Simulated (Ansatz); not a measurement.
Job for Ansatz (a first-principles code): R-CCSD(T)/def2-TZVPP on BiH3O (SMILES [OH][BiH2]), a point of a torsion scan. Elements past Kr take the def2 small-core potentials; no spin–orbit coupling. The run froze 10 orbitals, filled d shells among them.

Ansatz 0.2 input:
```yaml
crystal:
  periodic: [false, false, false]
  atoms:
    - {symbol: O, position_ang: [1.18655108, -0.53556323, -0.22139722]}
    - {symbol: Bi, position_ang: [-0.54790265, 0.20928333, 0.75390760]}
    - {symbol: H, position_ang: [1.91310236, 0.07562120, -0.10188418]}
    - {symbol: H, position_ang: [-1.46801813, 0.25701408, -0.76258063]}
    - {symbol: H, position_ang: [-1.16048834, -1.42894491, 0.99824214]}
basis:
  gaussian:
    orbitals: def2-TZVPP
magnetization: {spin_polarized: false}
correlation: {method: ccsd_t, electrons: outside_noble_gas}
scf: {lower_state_search: off}
```

Output:

```
WARN ansatz: RAYON_NUM_THREADS=1 ignored (pool sized by the plan → 1); use --threads N
Functional definition: HF
these checks for a lower state are left out or cut short: stability, starts, cluster_reference, orbital_swaps, neighbouring_geometries, increment
integrals: 0.20 GiB planned
897 factors; integrals over basis functions are off by at most 6.5e-4 eV
mean field: 0.29 GiB planned
mean field evaluation 1: about -7892.7870 eV, gradient 4.0e1 eV
mean field evaluation 2: about -7892.8048 eV, gradient 4.0e1 eV
mean field evaluation 4: about -7895.8862 eV, gradient 2.4e0 eV
mean field evaluation 8: about -7895.9189 eV, gradient 2.4e-1 eV
mean field -7895.91929376 eV, -290.1696819993 hartree, gradient 1.5e-6 eV, S^2 0.000000; 0 other end points of the search recorded, 0 dependent functions left out
10 core orbitals not correlated
reference -7895.91929376 eV, -290.1696819993 hartree; 7, 7 occupied and 106, 106 virtual orbitals, 897 factors
second order -10.23896718 eV of doubles, -0.00000000 eV of singles
coupled cluster: 0.50 GiB planned
cycle   1  -10.33944481 eV  change   -1.0e-1 eV  update   9.1e-2
cycle   2  -10.64631643 eV  change   -3.1e-1 eV  update   3.3e-2
cycle   3  -10.75330751 eV  change   -1.1e-1 eV  update   1.8e-2
cycle   4  -10.74375834 eV  change    9.5e-3 eV  update   4.8e-3
cycle   5  -10.74321088 eV  change    5.5e-4 eV  update   2.3e-3
cycle   6  -10.74404292 eV  change   -8.3e-4 eV  update   7.4e-4
cycle   7  -10.74363151 eV  change    4.1e-4 eV  update   3.0e-4
cycle   8  -10.74359206 eV  change    3.9e-5 eV  update   1.0e-4
cycle   9  -10.74364358 eV  change   -5.2e-5 eV  update   3.6e-5
cycle  10  -10.74364218 eV  change    1.4e-6 eV  update   1.4e-5
perturbative correction -0.38818939 eV, -0.0142656970 hartree
Total energy: -7907.05112533 eV, -290.5787692640 hartree
Checks for a lower state left out: stability, starts, cluster_reference, orbital_swaps, neighbouring_geometries, increment
```

The calculation finished and met its thresholds.

Cost: very roughly 8 core-seconds.
